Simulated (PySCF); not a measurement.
B(Cl)(Me)(Vi), SMILES C=CB(Cl)C, singlet at its B3LYP/def2-SVP optimised geometry (Å):

```
11

B      0.4661    -0.1456     0.0000
Cl     2.2491    -0.1456     0.0000
C     -0.2947    -1.5206    -0.0009
H     -0.9598    -1.5914     0.8786
H      0.3733    -2.3931     0.0013
H     -0.9543    -1.5921    -0.8846
C     -0.2298     1.2456     0.0000
C     -1.5657     1.4051    -0.0036
H      0.3926     2.1493     0.0024
H     -2.0398     2.3931    -0.0042
H     -2.2491     0.5486    -0.0064
```

Method: B3LYP/def2-TZVP (PySCF 2.14.0). Cells within 0.4 Å of a nucleus heavier than hydrogen are left out (blank, or x).

Map of the electrostatic potential (hartree/e), clipped to [-0.08, 0.12] on the plane z = 0.0 Å:

```
|222222222222211111111111111|
|222222222222222211111111111|
|222223333222222221111111111|
|222233444322222222111111111|
|222235898532345432111111111|
|222347999843489963211000001|
|222349999986899993110000000|
|222237999999999993100000000|
|22223699xx99999973100000000|
|22223799xx99xx9953110000000|
|222349999999xx9975576310000|
|222369999999999999999972100|
|222369999999999999999995210|
|22235999856999xx999xx999210|
|22234566445999xx999xx998210|
|222233333489999999999995110|
|222222233699999999999962100|
|222222223899xx9954454210000|
|222222223799xx9942100000000|
|222222222599999972100000000|
|122222112259999993100000000|
|111111111123699983110000000|
|111111111111358742111000001|
|111111111111223322111111111|
|111111111111122221111111111|
|111111111111111111111111111|
|111111111111111111111111111|
```
Scale: ten equal steps from -0.022 (start of '0') to 0.120 (end of '9'), in the order '0123456789'; x runs from -4.50 to 4.50, y from -4.50 (bottom) to 4.50 (top).
